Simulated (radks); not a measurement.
Results of a calculation; reference values are marked as such.
Question: The mean radii <r> (bohr) of the occupied orbitals of an atom or ion are listed with their occupations. Code: a radial shooting solver on a logarithmic mesh with Libxc functionals. Model: non-relativistic Kohn-Sham, PBE, spin-polarised, spherical densities, point nucleus.

orbital  occ.      <r>
1s up       1  0.07587
2s up       1   0.3398
2s down     1   0.3427
2p up       3   0.2947
2p down     2   0.2980

Name the element and its charge. Open shells, if any, are filled with parallel spins first.

Answer: Z = 20, calcium, charge +12: Ca12+ in 1s1 2s2 2p5. The 1s radius gives Z: for a bare nucleus <r> = 1.5/Z, 0.075 bohr for Z = 20, and screening makes it slightly larger (0.07587 here). The occupations add up to 8, and the charge is Z minus that.
